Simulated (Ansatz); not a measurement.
Consider the formal hydrolysis of the Si–Cl bond: `Cl[SiH2]C#[C][GeH3]` + H₂O → `O[SiH2]C#[C][GeH3]` + HCl.

Program: Ansatz. Geometries: PBE0-D4/def2-TZVP. ΔE: electronic, gas phase. CBS: MP2 limit from def2 TZ/QZ plus the TZ coupled-cluster correction, frozen cores. This one scheme is used for every species. DFT in def2-TZVPP. B3LYP here is the variant with VWN-RPA as its local correlation; programs differ in this. HSE06 is defined as in plane-wave codes. For Ge outer-core shells are correlated without core-valence functions, which leaves a few kJ/mol of doubt a bond. Scalar relativity is left out up to krypton. One conformer a species, not always the lowest.

```
             level  ΔE (kcal/mol)  difference from CCSD(T)/CBS
            PBE-D4            2.0                          0.8
          B3LYP-D4            0.4                         -0.8
           ωB97M-V            0.6                         -0.6
            B2PLYP           -0.1                         -1.3
              BLYP           -0.3                         -1.5
             B3LYP           -0.3                         -1.5
           r2SCAN0            0.8                         -0.4
             HSE06            1.7                          0.5
  CCSD(T)/def2-SVP            0.2                         -1.0
SCS-MP2/def2-TZVPP            0.0                         -1.2
       CCSD(T)/CBS            1.2                            0
```

Largest T1 diagnostic among the species: 0.012.

In def2-TZVPP, CCSD(T) changes the Hartree–Fock value by +1.1 kcal/mol (the triples alone add +0.3 kcal/mol) and MP2 by +2.1 kcal/mol. Leaving LDA and LC-ωPBE aside and taking each functional with its dispersion term where it has one, the values, not all of them listed here, spread over 3.1 kcal/mol, from CAM-B3LYP-D4 to revPBE-D4. LDA lies −1.3 kcal/mol from PBE without D4. At CCSD(T), def2-SVP lies −1.1 kcal/mol from the extrapolated value and def2-TZVPP −1.3 kcal/mol.

CCSD(T)/CBS has its own doubt, a few kJ/mol and more with outer-core shells, so smaller differences from it don't rank the levels.
